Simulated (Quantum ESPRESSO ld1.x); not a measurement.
Values are calculated unless marked as measured or tabulated.
All-electron atom: Tm5+ in [Kr] 4d10 4f11 5s2 5p5 (the NIST ground configuration). Level of theory: scalar-relativistic Kohn-Sham, LDA (Slater exchange, VWN5 correlation), spin-polarised, spherical densities, point nucleus; open shells are filled with parallel spins first (ld1.x of Quantum ESPRESSO 7.5). Some entries of the table are withheld. Estimate them.

orbital  occ.  eigenvalue (eV)  <r^2> (bohr^2)
1s up       1         -59312.4       0.0005490
1s down     1         -59312.3       0.0005490
2s up       1         -10069.6        0.008525
2s down     1         -10069.5        0.008524
2p up       3         -8902.67        0.006950
2p down     3         -8902.54        0.006949
3s up       1         -2321.56         0.05593
3s down     1         -2320.00         0.05589
3p up       3         -1968.26         0.05636
3p down     3         -1966.70         0.05631
3d up       5         -1531.10         0.04694
3d down     5         -1529.87         0.04688
4s up       1         -517.355          0.2790
4s down     1         -514.313          0.2791
4p up       3         -400.897          0.3161
4p down     3         -397.905          0.3163
4d up       5              (1)          0.3738
4d down     5              (2)          0.3743
5s up       1         -119.205           1.520
5s down     1         -117.068           1.535
5p up       3         -89.4455           1.978
5p down     2         -87.5899           2.007
4f up       7         -75.7630          0.6153
4f down     4         -72.8983          0.6268

Answer. 
(1) 4d up eigenvalue (eV): -246.184
(2) 4d down eigenvalue (eV): -243.238
